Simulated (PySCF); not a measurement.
# One molecule, several mistakes: BFH4Si2

These are calculations, not measurements. They come from PySCF 2.14.0, an open-source quantum chemistry program, on an isolated molecule that a program drew, which may never have been made. The molecule is BFH4Si2 (charge 0, singlet), drawn as the SMILES string `FB[Si][SiH3]`.

Each row is a Hartree-Fock (HF) and frozen-core CCSD(T) single point in the cc-pV(D+d)Z basis, meant for a local HF minimum. Run 1 is clean. Each other run has one planted mistake out of seven kinds, and not every kind appears here: one electron removed, one electron added, multiplicity raised by two, geometry at a saddle point, minimal basis STO-3G, one bond length entered in bohr, all coordinates scaled. The reference is restricted for singlets and unrestricted otherwise, and also for a bond in bohr. Adding or removing an electron swaps singlet and doublet. Electrons count all cores. HOMO and LUMO are orbital energies over both spins, the gradient is its largest component, and the lowest frequency (negative if imaginary) is given only where the gradient is small. Bond lengths are over the 7 bonds as drawn. T1 is the CCSD diagnostic: over 0.02 (restricted) or 0.045 (unrestricted) a single reference is doubtful.

Geometry of the clean run:
```xyz
8
BFH4Si2, angstrom
F    -0.0753   -2.3298    0.0887
B    -0.8567   -1.7785    1.0234
Si   -1.5696    0.1198    0.8633
Si    0.3345    1.0627    2.0033
H    -1.1559   -2.4804    1.9578
H     1.3438    1.2785    0.9326
H     0.0052    2.3709    2.6163
H     0.9337    0.2003    3.0523
```

| run | electrons | basis functions | <S^2> | HOMO (eV) | LUMO (eV) | gradient (hartree/bohr) | lowest frequency (cm^-1) | mean bond (Å) | longest bond (Å) | T1 | HF (hartree) | CCSD(T) (hartree) | mistake |
|---|---|---|---|---|---|---|---|---|---|---|---|---|---|
| 1 | 46 | 94 | 0.000 | -8.77 | -0.07 | 2.6e-05 | 67 | 1.6346 | 2.411 | 0.0167 | -704.29925 | -704.81606 | no fault |
| 2 | 46 | 94 | 2.019 | -8.37 | -0.25 | 2.3e-02 | - | 1.6346 | 2.411 | 0.0204 | -704.28593 | -704.78343 | multiplicity raised by two |
| 3 | 47 | 94 | 0.767 | -1.76 | 7.02 | 2.7e-02 | - | 1.6346 | 2.411 | 0.0181 | -704.33190 | -704.86062 | one electron added |
| 4 | 46 | 94 | 1.277 | -8.75 | 0.03 | 9.4e-03 | - | 1.8229 | 2.800 | 0.0795 | -704.19448 | -704.69723 | one bond length entered in bohr |
| 5 | 46 | 32 | 0.000 | -5.62 | 5.53 | 3.2e-02 | - | 1.6346 | 2.411 | 0.0162 | -695.91662 | -696.09468 | ? |
| 6 | 46 | 94 | 0.000 | -8.65 | 0.08 | 7.1e-02 | - | 1.5267 | 2.252 | 0.0157 | -704.26535 | -704.77909 | ? |

**Which mistake was planted in run 5, and what did it cost?**

It has 32 basis functions where the clean run has 94, with the same electrons and geometry. So the mistake is: minimal basis STO-3G. Subtracting run 1 and multiplying by 627.51 kcal/mol a hartree, the energy moved by 5260.2 kcal/mol in HF and 5472.7 kcal/mol in CCSD(T).

**Which mistake was planted in run 6, and what did it cost?**

The mean and the longest bond both change by the same factor, 0.934, and the gradient is no longer small. So the mistake is: all coordinates scaled. Subtracting run 1 and multiplying by 627.51 kcal/mol a hartree, the energy moved by 21.3 kcal/mol in HF and 23.2 kcal/mol in CCSD(T).

Cautions from the logs. Run 4: T1 is over the limit, so its CCSD(T) energy is less reliable.
